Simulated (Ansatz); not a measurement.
Z-matrix (Å, degrees):
```
C
N 1 1.442
H 1 1.099 2 111.3
H 1 1.091 2 110.7 3 120.1
H 1 1.099 2 111.3 3 -119.8
C 2 1.440 1 114.3 3 59.9
Ga 2 1.800 1 122.5 3 -120.1
H 6 1.099 2 111.5 1 60.0
H 6 1.099 2 111.5 1 -60.0
H 6 1.093 2 111.1 1 -180.0
F 7 1.757 2 116.3 1 -0.0
S 7 2.183 2 126.1 1 180.0
H 12 1.344 7 91.7 2 180.0
```

The species carries charge 0 and has multiplicity 1.

Question: List the PBE0/def2-TZVPP orbital energies in eV (Ansatz 0.2.0). (Best estimate.)

Answer: Computed: Occupied: -10147.57, -2422.65, -1253.37, -1109.56, -1109.46, -1109.43, -672.58, -391.57, -278.96, -278.84, -217.99, -161.82, -161.75, -161.64, -151.79, -104.78, -104.59, -104.52, -31.48, -25.60, -23.92, -23.82, -23.77, -23.67, -23.55, -20.37, -20.05, -17.37, -14.04, -12.90, -12.90, -12.36, -11.68, -11.14, -10.94, -10.89, -10.58, -10.05, -9.13, -8.00, -6.63. Lowest empty: -0.60, -0.10, 0.34, 1.33, 1.71, 2.47, 2.90, 3.15.
